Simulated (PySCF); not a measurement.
Species: C3H6SiTe.
SMILES with atom numbers: `[CH:1]#[C:2][SiH2:3][Te:4][CH3:5]` (hydrogens: H6 on C1; H7, H8 on Si3; H9, H10, H11 on C5)

Method: PySCF, PBE0-D3(BJ)/def2-SVP geometry optimisation, gas phase, def2 core potentials past Kr; density fitting, grid level 1; the optimiser is geomeTRIC in internal coordinates, started from a GFN2-xTB structure with every atom displaced at random (about 0.01 Å).

Step 0: E = -18366.4374 eV
```
atom  x, y, z in Å  |  force x, y, z in eV/Å
C1     -0.1927    0.2543    2.6635   -1.361   0.027   1.766
C2      0.4972    0.3394    1.6941    1.673   0.036  -2.488
Si3     1.5129    0.3672    0.1522    0.044  -0.258   0.623
Te4     0.7537   -1.3570   -1.4545   -0.455   0.067  -0.125
C5     -1.2656   -0.5146   -1.5392    0.801   0.394   1.506
H6     -0.8287    0.2423    3.5142   -0.276  -0.097   0.475
H7      2.9176    0.0221    0.5096    0.052  -0.005  -0.047
H8      1.4603    1.7353   -0.3846   -0.052   0.352  -0.230
H9     -1.8689   -1.1139   -2.1635   -0.773  -1.008  -1.080
H10    -1.2333    0.4983   -1.9068    0.142   0.610  -0.374
H11    -1.7127   -0.4999   -0.5324    0.204  -0.115  -0.026
```

Step 1: E = -18366.5435 eV
```
atom  x, y, z in Å  |  force x, y, z in eV/Å
C1     -0.2748    0.2601    2.5776   -0.011   0.036  -0.135
C2      0.4601    0.3153    1.6079    0.078   0.001   0.113
Si3     1.5609    0.3627    0.1434   -0.038   0.021  -0.094
Te4     0.7565   -1.3076   -1.5202   -0.062  -0.015  -0.001
C5     -1.2526   -0.4966   -1.4403   -0.122  -0.138  -0.275
H6     -0.9372    0.2227    3.4227   -0.009  -0.014   0.064
H7      2.9605    0.0048    0.5073    0.003  -0.001   0.043
H8      1.5222    1.7430   -0.4277    0.001  -0.011   0.047
H9     -1.8829   -1.1327   -2.0881    0.154   0.151   0.150
H10    -1.2509    0.5330   -1.8200   -0.006  -0.019   0.004
H11    -1.6218   -0.5311   -0.4101    0.011  -0.013   0.083
```

**Question.** Estimate the geometry and energy of step 2. (The exact step hangs on the optimiser's Hessian estimate; all steps are aligned on step 1, rigid shifts and turns removed.)

**Answer.** E = -18366.5468 eV, largest force 0.076 eV/Å
```
atom  x, y, z in Å  |  force x, y, z in eV/Å
C1     -0.2620    0.2672    2.5941   -0.058   0.021  -0.033
C2      0.4686    0.3190    1.6215    0.055  -0.011   0.052
Si3     1.5548    0.3628    0.1460   -0.023  -0.024  -0.057
Te4     0.7465   -1.3097   -1.5226    0.037   0.015   0.029
C5     -1.2590   -0.5009   -1.4616   -0.046  -0.008  -0.034
H6     -0.9149    0.2291    3.4484    0.022  -0.005   0.009
H7      2.9529    0.0027    0.5164    0.000  -0.009   0.006
H8      1.5203    1.7477   -0.4103   -0.004   0.002   0.005
H9     -1.8809   -1.1377   -2.1051    0.018   0.017   0.023
H10    -1.2576    0.5267   -1.8452   -0.006  -0.001   0.005
H11    -1.6287   -0.5334   -0.4291    0.006   0.005  -0.005
```

The energy changes by -0.0032 eV. The first-order estimate −F·Δx gives -0.0059 eV and the mean of the old and new forces, exact on a quadratic surface, -0.0034 eV. The step makes an angle of 80° with the force vector and moves no atom by more than 0.035 Å.

What follows is the cost of the whole optimisation. Time: 41 s of wall time; peak memory 0.51 GiB. Hardware: an Arm Neoverse V1 with one thread, shared host.
